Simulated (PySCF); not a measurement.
TiF4 (singlet). Computed with B3LYP/[Ti def2-SVP, F def2-SVP], no relativity, density fitting, PySCF.

Harmonic bands of its minimum:

```json
{"ω (cm⁻¹)": "203", "IR (km/mol, summed over degenerate members)": "0.0", "degeneracy": "2"}
{"ω (cm⁻¹)": "232", "IR (km/mol, summed over degenerate members)": "56.5", "degeneracy": "3"}
{"ω (cm⁻¹)": "739", "IR (km/mol, summed over degenerate members)": "0.0", "degeneracy": "1"}
{"ω (cm⁻¹)": "835", "IR (km/mol, summed over degenerate members)": "653", "degeneracy": "3"}
```

The central atom is Ti. Infer the point group and assign the bands.

Td. The modes span e + 2t2 + a1: 203 e, 232 t2, 739 a1, 835 t2. The computed geometry has Ti–F 1.734 Å (×4); F–Ti–F 109.5° (×6).

Stability towards spin polarisation was not tested. Only a few start shapes were tried, so a lower isomer may exist.
